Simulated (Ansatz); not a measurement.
`C/C([SiH3])=C\F` + `BN(C)[SiH2]Cl` → `BN([SiH3])[SiH2]Cl` + `CC(C)=CF`  (formal exchange of groups at the Si–C bond)

Program: Ansatz. Geometries: PBE0-D4/def2-TZVP. ΔE: electronic, gas phase. CCSD(T)/CBS adds triple-zeta CCSD(T) − MP2 to the extrapolated MP2 energy (def2 sets, frozen cores). One conformer a species, not always the lowest.

```csv
species,MP2/def2-QZVPP energy (Eh)
`C/C([SiH3])=C\F`,-507.07810
`BN(C)[SiH2]Cl`,-870.57487
`BN([SiH3])[SiH2]Cl`,-1121.61752
`CC(C)=CF`,-256.06700
```

**Question.** Work out ΔE.

**Answer.** ΔE = (-1121.61752) + (-256.06700) − (-507.07810) − (-870.57487) = -0.03155 Eh = -19.8 kcal/mol. CCSD(T)/CBS gives -19.2 kcal/mol.

Largest T1 diagnostic among the species: 0.012.

From PBE to PBE0 (25 % exact exchange), in def2-TZVPP and without D4, ΔE moves by −1.5 kcal/mol. In def2-TZVPP, CCSD(T) changes the Hartree–Fock value by +2.2 kcal/mol (the triples alone add +0.5 kcal/mol) and MP2 by +1.6 kcal/mol.
